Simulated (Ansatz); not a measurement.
The same path of AlClF2H2 (6 atoms, charge 0, multiplicity 1) was run twice with different band settings. Lost on the way: Cl5–H6. Made: F2–H6.

Computed with RKS PBE0/def2-SVP in Ansatz 0.2.0.

Relaxed end points:

```xyz
6
Properties=species:S:1:pos:R:3
Al 0.036 -0.026 0.049
F -0.002 0.259 1.719
H 1.368 0.180 -0.746
F -1.445 0.042 -0.700
Cl 0.081 -2.443 0.900
H 0.009 -1.613 1.913
```

```xyz
6
Properties=species:S:1:pos:R:3
Al 0.059 -0.429 -0.109
F -0.012 -0.036 1.848
H 1.367 0.233 -0.656
F -1.445 0.085 -0.595
Cl 0.103 -2.484 0.578
H -0.025 -0.970 2.068
```

Common settings: climbing image yes; spring 5.0 eV/Å²; optimiser quadratic models (default); start path through a guess of the saddle point; force threshold 0.03 eV/Å; iteration limit 60; end points relaxed.

| run | movable images |
| --- | --- |
| 1 | 7 |
| 2 | 1 |

**Question.** What does each run give, and how far can it be trusted?

**Answer.** Run 1: converged after 9 iterations, highest image 0.074 eV above the first end. A vibrational analysis at the climbing image gives one clearly imaginary mode, 445i cm⁻¹: a first-order saddle point.
Run 2: converged after 8 iterations, highest image 0.074 eV above the first end. Another band between the same ends (7 images) ends at a top of the same energy, where a vibrational analysis finds 1 clearly imaginary mode. So few images can step over the top or miss a turn of the path.
The orbitals stay closed-shell, which can raise the energy where a bond breaks towards radicals; this wasn't checked here.
